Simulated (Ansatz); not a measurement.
Two isomers of CH5FO2Si: A = `OC(F)O[SiH3]`, B = `OC(O)(F)[SiH3]`.

Gas-phase electronic energies from Ansatz, PBE0-D4/def2-TZVP geometries. CCSD(T)/CBS is the MP2 limit (def2-TZVPP, def2-QZVPP) plus CCSD(T) − MP2 in def2-TZVPP, frozen cores. Functionals use def2-TZVPP. B3LYP here is the variant with VWN-RPA as its local correlation; programs differ in this. One conformer a species, not always the lowest.

A:

```xyz
10

O    -0.9070   -0.3013   -2.0935
C    -0.8002    0.0741   -0.7986
F    -1.5547   -0.7630    0.0109
O     0.5001    0.0074   -0.3733
Si    0.9722    0.1988    1.2119
H    -0.3594   -1.0852   -2.2227
H    -1.2316    1.0740   -0.6933
H     0.2358    1.3424    1.8097
H     0.7218   -1.0279    2.0035
H     2.4230    0.4807    1.1453
```

B:

Z-matrix (Å, degrees):
```
C
O 1 1.392
F 1 1.375 2 103.2
O 1 1.373 2 111.9 3 -117.6
Si 1 1.928 2 113.8 3 118.1
H 2 0.963 1 107.8 3 176.5
H 4 0.968 1 107.7 2 51.9
H 5 1.482 1 107.7 2 -61.2
H 5 1.482 1 110.3 2 177.4
H 5 1.487 1 107.2 2 57.1
```

(1) Which isomer does CCSD(T)/CBS put lower? Give the gap. (Best estimate.)

(2) Give E(B) − E(A) in kcal/mol with CCSD(T)/def2-TZVPP, ωB97M-V, B3LYP, PBE-D4, CCSD/def2-TZVPP, PBE0-D4, r2SCAN-D4. (An estimate is asked.)

Largest T1 diagnostic: 0.013.

## Answers

(1) The calculation gave: A, by 29.3 kcal/mol.

(2) Computed: CCSD(T)/def2-TZVPP 29.8, ωB97M-V 28.8, B3LYP 29.6, PBE-D4 25.5, CCSD/def2-TZVPP 30.6, PBE0-D4 27.5, r2SCAN-D4 28.6. None reverses the order clearly.

From PBE to PBE0 (25 % exact exchange), in def2-TZVPP and without D4, E(B) − E(A) moves by +2.0 kcal/mol. In def2-TZVPP, CCSD(T) changes the Hartree–Fock value by −5.2 kcal/mol (the triples alone add −0.8 kcal/mol) and MP2 by −4.1 kcal/mol.
